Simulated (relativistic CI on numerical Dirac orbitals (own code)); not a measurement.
**F6+: q coefficients**

Computed by Dirac-Coulomb-Breit CI, KLI orbitals optimised for each configuration, derivatives by finite differences, unscaled Slater integrals, QED left out (own radial code, finite nucleus).

Configurations in the expansion (outside the closed core 1s2): 2s, 2p, 3s, 3p, 3d. Levels of other configurations are missing.

With x = (α/α₀)² − 1 an excitation energy changes as ω = ω₀ + qx; K = 2q/ω₀ is the relative enhancement. Terms are leading LS components, so labels can repeat.

Lowest level 2s 2S_1/2.

```csv
Level,ω₀ (cm⁻¹),q (cm⁻¹)
2p 2P°_1/2,113240,557.9
2p 2P°_3/2,114193,1512
3s 2S_1/2,853768,1063
3p 2P°_1/2,884614,1216
3p 2P°_3/2,884888,1491
3d 2D_3/2,894544,1461
3d 2D_5/2,894630,1547
```

At this charge configurations can still be misplaced by up to about 7 % of their energy.

(1) Which transition from the lowest level has the largest |K|?

Results:

(1) 2p 2P°_3/2 at 114193 cm⁻¹, K = 0.0265.
